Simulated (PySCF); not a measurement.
Species: C5H4O2S.
Structure used (PBE0-D3(BJ)/def2-SVP), in Å, numbered top down from 1:
```
atom  x, y, z in Å
O1     1.833   -1.474   -0.638
C2     1.493   -0.363   -0.317
O3     2.359    0.654   -0.198
C4     0.105    0.029   -0.016
C5    -0.980   -0.897   -0.077
C6    -2.172   -0.313    0.246
S7    -1.981    1.357    0.623
C8    -0.298    1.294    0.351
H9     3.232    0.292   -0.413
H10   -0.849   -1.944   -0.351
H11   -3.159   -0.772    0.286
H12    0.329    2.176    0.468
```

Method: TDDFT CAM-B3LYP/def2-SVPD, vertical, gas phase, core orbitals frozen in the response (PySCF).

Transition dipole moments from the ground state, in atomic units and in the frame of the coordinates above (overall signs are arbitrary), for the states with f of 0.002 or more among the lowest 9:

```csv
state,E (eV),μx,μy,μz
S1,5.366,-0.262,-0.358,-0.043
S3,5.637,0.874,-0.754,-0.315
S4,6.503,0.029,-0.031,0.123
S5,6.601,1.431,-0.097,-0.248
S6,6.611,-0.120,0.030,-0.072
S7,6.951,-0.644,0.802,0.294
S9,7.314,-0.034,0.049,-0.197
```

What oscillator strength does each state have?

f = (2/3) ΔE |μ|² with ΔE in hartree (27.2114 eV).

```csv
state,|μ|² (au),|μ| (D),f
S1,0.198,1.13,0.026
S3,1.431,3.04,0.198
S4,0.017,0.33,0.003
S5,2.119,3.70,0.343
S6,0.021,0.36,0.003
S7,1.145,2.72,0.195
S9,0.043,0.52,0.008
```

Which bond between heavy atoms lies closest to the direction of the S5 transition dipole?

S7–C8, at 2° from it; next C2–C4 at 12°.

What angle do the transition dipoles of S1 and S7 make?

|cos θ| = |μa·μb| / (|μa| |μb|) = 0.28, so θ ≈ 74° (taken between 0 and 90°, since the signs are arbitrary).

How is the summed strength of these states shared among x, y and z?

(2/3) Σ ΔE μα² gives 0.519 for x, 0.207 for y and 0.049 for z, 0.775 in all.

What peak molar absorption coefficient would the strongest computed level give as a lone Gaussian band 0.3 eV wide at half height?

ε(max) = 2.175×10⁸ f / FWHM, with the width in cm⁻¹. S5: 2.175×10⁸ × 0.3427 / 2420 ≈ 31000 L mol⁻¹ cm⁻¹.

The vertical ionisation energy (ΔSCF) is 9.35 eV, 2.04 eV above S9.

The run took 3.9 min of wall time on one thread of an Arm Neoverse V2 (shared host).

One conformer stands for the species.
